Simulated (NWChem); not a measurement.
Species: CH$_{5}$AlO; SMILES [O]([AlH2])C

```xyz
8

Al    -0.0605    -1.2137     0.0000
H      1.1191    -2.2649     0.0000
H     -1.6056    -1.5840     0.0000
O      0.4040     0.4189     0.0000
C     -0.1660     1.6838     0.0000
H     -1.2728     1.6609     0.0000
H      0.1550     2.2561     0.8887
H      0.1550     2.2561    -0.8887
```
Atoms are numbered in this order, from 1.

Results from NWChem. Structure relaxed at the PBE0/def2-SVP level.

Problem. Estimate the computed values for revPBE/def2-SVP. Quantities: highest occupied level (eV); orbital gap (eV); dipole (D).

Solution. 
| Quantity | Result |
|---|---|
| highest occupied level (eV) | -6.36 |
| orbital gap (eV) | 4.83 |
| dipole (D) | 0.98 |
